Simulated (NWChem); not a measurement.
System: C3H6OSi; SMILES C#CCO[SiH3]

The following NWChem deck was run.

```
start job
memory heap 200 mb stack 900 mb global 1100 mb
geometry units angstroms noautosym nocenter noautoz
  C      0.344645     3.085234     0.000000
  C     -0.084170     1.953890     0.000000
  C     -0.630004     0.598659     0.000000
  O      0.392368    -0.360409     0.000000
  Si     0.124241    -2.007209     0.000000
  H      0.731695     4.087562     0.000000
  H     -1.284176     0.485544     0.887849
  H     -1.284176     0.485544    -0.887849
  H      1.465002    -2.647391     0.000000
  H     -0.651478    -2.416792     1.213138
  H     -0.651478    -2.416792    -1.213138
end
basis spherical
  * library 6-311g**
end
dft
  xc b3lyp
  iterations 150
end
property
  shielding 9 1 2 3 4 5 6 7 9 10
  efieldgrad
end
task dft property
```

Output (shortened):

```
             Northwest Computational Chemistry Package (NWChem) 7.3.0
             --------------------------------------------------------

                             Geometry "geometry" -> ""
                             -------------------------

 Output coordinates in angstroms (scale by  1.889725989 to convert to a.u.)

  No.       Tag          Charge          X              Y              Z
 ---- ---------------- ---------- -------------- -------------- --------------
    1 C                    6.0000     0.34464500     3.08523400     0.00000000
    2 C                    6.0000    -0.08417000     1.95389000     0.00000000
    3 C                    6.0000    -0.63000400     0.59865900     0.00000000
    4 O                    8.0000     0.39236800    -0.36040900     0.00000000
    5 Si                  14.0000     0.12424100    -2.00720900     0.00000000
    6 H                    1.0000     0.73169500     4.08756200     0.00000000
    7 H                    1.0000    -1.28417600     0.48554400     0.88784900
    8 H                    1.0000    -1.28417600     0.48554400    -0.88784900
    9 H                    1.0000     1.46500200    -2.64739100     0.00000000
   10 H                    1.0000    -0.65147800    -2.41679200     1.21313800
   11 H                    1.0000    -0.65147800    -2.41679200    -1.21313800

 Effective nuclear repulsion energy (a.u.)     199.7198821343

                              NWChem Property Module
                              ----------------------

  itol2e modified to match energy
  convergence criterion.

                                 NWChem DFT Module
                                 -----------------

 Summary of "ao basis" -> "ao basis" (spherical)
 ------------------------------------------------------------------------------
       Tag                 Description            Shells   Functions and Types
 ---------------- ------------------------------  ------  ---------------------
 C                          6-311g**                 8       18   4s3p1d
 O                          6-311g**                 8       18   4s3p1d
 Si                         6-311g**                12       26   6s5p1d
 H                          6-311g**                 4        6   3s1p

  itol2e modified to match energy
  convergence criterion.

[...]

          -----------------------------------------
          Chemical Shielding Tensors (GIAO, in ppm)
          -----------------------------------------

                                NWChem CPHF Module
                                ------------------

  scftype          =     RHF
  nclosed          =       23
  nopen            =        0
  variables        =     2553
  # of vectors     =        3
  tolerance        = 0.10D-03
  level shift      = 0.00D+00
  max iterations   =       50
  max subspace     =       30

 SCF residual:    2.4831342110991666E-005

Iterative solution of linear equations
  No. of variables     2553
  No. of equations        3
  Maximum subspace       30
        Iterations       50
       Convergence  1.0D-04

   iter   nsub   residual    time
   ----  ------  --------  ---------
     1      3    3.35D-01     189.3
     2      6    1.68D-02     203.2
     3      9    1.38D-03     217.2
     4     12    8.81D-05     231.0

      Atom:    1  C
        Diamagnetic
    252.9367     12.9709     -0.0000
     12.9709    276.4169     -0.0000
     -0.0000     -0.0000    246.4537

        Paramagnetic
   -187.4693     47.7045      0.0000
     47.7045    -59.5567      0.0000
      0.0000      0.0000   -208.7170

        Total Shielding Tensor
     65.4674     60.6754      0.0000
     60.6754    216.8602     -0.0000
      0.0000     -0.0000     37.7366

           isotropic =     106.6881
          anisotropy =     197.2325

          Principal Components and Axis System
                 1           2           3
              238.1764     44.1512     37.7366

      1         0.3315      0.9435     -0.0000
      2         0.9435     -0.3315      0.0000
      3         0.0000      0.0000      1.0000

      Atom:    2  C
        Diamagnetic
    264.0186     10.0679     -0.0000
     10.0679    282.9587     -0.0000
     -0.0000     -0.0000    258.4637

        Paramagnetic
   -222.3506     88.7598      0.0000
     88.7598    -24.2207      0.0000
      0.0000      0.0000   -256.9509

        Total Shielding Tensor
     41.6680     98.8276     -0.0000
     98.8276    258.7379      0.0000
     -0.0000      0.0000      1.5129

           isotropic =     100.6396
          anisotropy =     294.5272

          Principal Components and Axis System
                 1           2           3
              296.9910      3.4149      1.5129

      1         0.3610      0.9326      0.0000
      2         0.9326     -0.3610     -0.0000
      3        -0.0000     -0.0000      1.0000

      Atom:    3  C
        Diamagnetic
    249.4187     -2.1612      0.0000
     -2.1612    254.3935     -0.0000
      0.0000     -0.0000    238.7482

        Paramagnetic
   -112.3578    -29.4329     -0.0000
    -29.4329   -113.5888      0.0000
     -0.0000      0.0000   -135.6921

        Total Shielding Tensor
    137.0609    -31.5941     -0.0000
    -31.5941    140.8047     -0.0000
     -0.0000     -0.0000    103.0561

           isotropic =     126.9739
          anisotropy =      65.4125

          Principal Components and Axis System
                 1           2           3
              170.5822    107.2833    103.0561

      1        -0.6859      0.7277      0.0000
      2         0.7277      0.6859      0.0000
      3        -0.0000     -0.0000      1.0000

      Atom:    4  O
        Diamagnetic
    392.7315    -15.8019      0.0000
    -15.8019    422.8535      0.0000
      0.0000      0.0000    379.7204

        Paramagnetic
    -57.2568     41.5012      0.0000
     41.5012   -120.8377     -0.0000
      0.0000     -0.0000    -60.8926

[...]
```

Level: B3LYP/6-311G** (spherical d), GIAO. All runs use the structure optimised with PBE0/def2-SVP. B3LYP is NWChem's, with the RPA form of VWN correlation. NWChem prints the field gradient with the sign opposite to the second derivative of the potential. The output numbers the shielded atoms by their place in the input's list. The printed shielding anisotropy is the first printed principal value minus the mean of the other two.
